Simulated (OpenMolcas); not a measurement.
Mo3+: moving the ligands

Mo3+ with 5 ligands (water) in trigonal bipyramidal coordination (C2v) at 1.94 Å, the axial distance 2.192 Å. Ligand basis ANO-RCC-VDZP.

| Property | Result |
| --- | --- |
| Program | OpenMolcas 26.06 |
| Method | CASSCF |
| Basis | ANO-RCC-VDZP [6s5p3d1f] |
| Scalar Hamiltonian | DKH2, point nucleus |
| Active space | 3 electrons in 5 orbitals (4d) |
| State averaging | 2S+1 = 4 even, 10 roots; 2S+1 = 2 even, 40 roots |
| Spin-orbit coupling | RASSI with atomic mean-field integrals over the reference wave functions |

Runs around this geometry, states. Energies in cm-1 above the lowest state or level, χT in cm3 K/mol.

```json
{"R (Å)": "1.99", "Axial / equatorial distance": "1.062", "Ground state": "2S+1 = 4", "First state of that spin": "344.4", "First gap with spin-orbit (degeneracies)": "322.0 (2, 2)", "χT at 300 K": "1.016", "First state of another spin": "2S+1 = 2: 9379"}
{"R (Å)": "1.94", "Axial / equatorial distance": "1.13", "Ground state": "2S+1 = 4", "First state of that spin": "336.5", "First gap with spin-orbit (degeneracies)": "302.0 (2, 2)", "χT at 300 K": "1.067", "First state of another spin": "2S+1 = 2: 8417"}
{"R (Å)": "2.08", "Axial / equatorial distance": "1.13", "Ground state": "2S+1 = 4", "First state of that spin": "205.0", "First gap with spin-orbit (degeneracies)": "376.4 (2, 2)", "χT at 300 K": "0.882", "First state of another spin": "2S+1 = 2: 10357"}
```

Without dynamic correlation the repulsion within the d shell is too large (B by tens of per cent), so at a given field states of lower spin stand too high. With metal d orbitals alone the field can be off either way by tens of per cent. Ligand-to-metal charge-transfer states are missing. With no ligand orbital active B as a rule stays too high, so bands that hang on it stand too high and its fall with covalency is understated. Spin-orbit coupling mixes the spin-free states strongly: the lowest level takes only 63 % from its leading state, an unlabelled state of the same spin as most of the rest (figures for R = 1.99, ratio = 1.062; the like holds for R = 1.94, ratio = 1.13, R = 2.08, ratio = 1.13). The least metal-like active orbital is 81 % on the metal (Löwdin) and no ligand orbital is active, so the numbers are rough (holds for R = 1.99, ratio = 1.062). The least metal-like active orbital is 80 % on the metal (Löwdin) and no ligand orbital is active, so the numbers are rough (holds for R = 1.94, ratio = 1.13). No measured value stands beside these numbers; the geometry was imposed, not optimised, and the real ion may take another.

A state without a sure symmetry label is named by its multiplicity alone.
